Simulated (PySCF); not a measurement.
SMILES C/C=C\c1ccco1 (GFN2-xTB optimised geometry):

```
16

C     -2.387    -0.360     0.008
C     -1.567    -1.607     0.003
C     -0.232    -1.652     0.000
C      0.669    -0.530     0.000
C      2.045    -0.530     0.000
C      2.446     0.823     0.000
C      1.296     1.551     0.000
O      0.221     0.748     0.000
H     -2.159     0.243     0.886
H     -3.448    -0.593     0.008
H     -2.159     0.250    -0.865
H     -2.110    -2.541     0.003
H      0.272    -2.609    -0.003
H      2.682    -1.391     0.000
H      3.448     1.201     0.000
H      1.117     2.609     0.000
```

Level of theory: PBE/def2-TZVP run with PySCF.

**Question.** What are the frontier orbital energies and the dipole moment?

**Answer.** HOMO-2 -7.22 eV, HOMO-1 -6.80 eV, HOMO -4.97 eV, LUMO -1.55 eV, LUMO+1 0.24 eV; dipole moment 0.38 D.

Meta-Löwdin charges at PBE/def2-TZVP: C1 -0.36, C2 -0.12, C3 -0.16, C4 0.15, C5 -0.19, C6 -0.19, C7 0.02, O8 -0.20, H9 0.13, H10 0.12, H11 0.13, H12 0.12, H13 0.13, H14 0.13, H15 0.14, H16 0.14.
